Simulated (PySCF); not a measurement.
**Adding and removing an electron: PbCl**

r²SCAN; basis Pb def2-SVP with ECP60, Cl def2-SVP; scalar-relativistic core potentials; PySCF 2.14. Neutral (UKS): doublet (π ↑), Re = 2.496 Å, ωe = 322 cm⁻¹, De = 3.77 eV, HOMO -4.11 eV, LUMO -3.64 eV.

PbCl⁺ (UKS): singlet (closed shell), Re = 2.396 Å, ωe = 384 cm⁻¹. The energies at the minima are -653.02093 hartree for PbCl and -652.76824 for PbCl⁺.

(1) Work out the adiabatic ionisation energy, without and with harmonic zero-point energies (1 hartree = 27.2114 eV, 1 eV = 8065.5 cm⁻¹), and the change of the bond length.

These are scalar-relativistic numbers at best; spin–orbit coupling would shift them, the dissociation energy most. States were picked by a PBE0 search and need not be the measured ground states.

Results:

(1) At r²SCAN: 0.25269 hartree = 6.876 eV between the minima; the zero-point term (384.0 − 322.0)/2 cm⁻¹ = +0.004 eV makes it 6.880 eV. Re changes by -10.0 pm against the neutral. The electron leaves a π orbital; in so polar a molecule the change of length follows mostly from the change of the ionic charges.
